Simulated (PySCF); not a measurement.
Lowest triplet excitation (TDA) (eV) of eight silicon and germanium compounds: TDDFT-PBE beside TDDFT-CAM-B3LYP, computed with PySCF for isolated molecules in the bases named; differences from unrounded values. The eight are the first of their class met in an unordered collection, after screening for sound electronic states; none was chosen by its value. Each molecule has one DFT geometry for both levels.

| molecule | basis | TDDFT-CAM-B3LYP | TDDFT-PBE | difference |
|---|---|---|---|---|
| difluoromethyl(fluoro)silane (CH₃F₃Si), SMILES F[SiH2]C(F)F | def2-SVPD | 6.82 | 5.80 | -1.02 |
| C₄H₇NSi, SMILES N[SiH2]C(C#C)=C | def2-SVPD | 3.22 | 3.17 | -0.05 |
| C4H9NSi, SMILES [SiH2](CN)C#CC | def2-SVPD | 4.92 | 4.57 | -0.35 |
| C₃H₄Cl₂OSi, SMILES C#C[Si](Cl)(Cl)OC | def2-SVPD | 4.81 | 4.79 | -0.02 |
| C3H8OSi2, SMILES O[SiH2]C#CC[SiH3] | def2-SVPD | 4.78 | 4.61 | -0.18 |
| Si(F)3(Et) (C2H5F3Si), SMILES CC[Si](F)(F)F | def2-SVPD | 8.47 | 7.52 | -0.95 |
| CH₈N₂O₂Si, SMILES CN[Si](N)(O)O | def2-SVPD | 5.84 | 4.70 | -1.14 |
| C2H7NSi2, SMILES [SiH3][C@H]1N=C[SiH2]1 | def2-SVPD | 3.37 | 3.14 | -0.23 |

TDDFT-PBE lies below TDDFT-CAM-B3LYP in 8 and above it in 0 of the eight; the mean signed difference is -0.49 and the largest -1.14 eV.
